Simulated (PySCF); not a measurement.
Structure problem from calculated spectra and properties.

Formula: C2H3F3O3S.

| Property | Result |
| --- | --- |
| Valence photoelectron | vertical ionisation energy: 11.49 eV [ΔSCF PBE0/def2-SVPD] |
| Dipole | 2.96 D [PBE0/def2-SVPD] |
| UV, first state | lowest singlet excitation: 7.82 eV (159 nm, f = 0.001) [TDDFT PBE0/def2-SVPD] |
| 13C NMR | chemical shifts (computed TMS as zero) by class: 124.5 (1 C), 49.7 (1 C) ppm [GIAO KT2/pcSseg-1] |
| Triplet | lowest triplet excitation (Tamm–Dancoff): 7.28 eV [TDA PBE0/def2-SVPD] |
| Rotational structure | rotational constants A, B, C: 2.265, 1.176, 1.100 GHz [PBE0-D3(BJ)/def2-SVP] |

Gas-phase values; electronic properties from PySCF, density fitting. Levels stand in brackets. One conformer (not necessarily the lowest) at the PBE0-D3(BJ)/def2-SVP geometry, without solvent, vibrations or thermal averaging. Each NMR value is the plain mean over a class of atoms that symmetry, rotation or inversion makes alike.

Task: Propose a structure and show how it fits.

Result: Numbering: `[CH3:1][O:2][S:3](=[O:4])(=[O:5])[C:6]([F:7])([F:8])[F:9]`. 2 carbons fall into 2 classes; from least to most shielded: CF3 carbon [C6] (124.5 ppm), methoxy carbon [C1] (49.7 ppm). The first electron is taken from the HOMO, whose largest Löwdin shares are 0.32 on the oxygen bonded to C and S, 0.29 on a sulfonyl oxygen, 0.27 on a sulfonyl oxygen and 0.05 on the methoxy carbon. By its constants the optimised geometry is an asymmetric top. Structure: CF3SO3CH3, `O=S(C(F)(F)F)(OC)=O`. The assignments are read from this structure; whether some other isomer fits the data as well wasn't checked.

Shape of the structure used: `[CH3:1][O:2][S:3](=[O:4])(=[O:5])[C:6]([F:7])([F:8])[F:9]`: C1–O2–S3–O4 74°, O2–S3–C6–F7 63°.
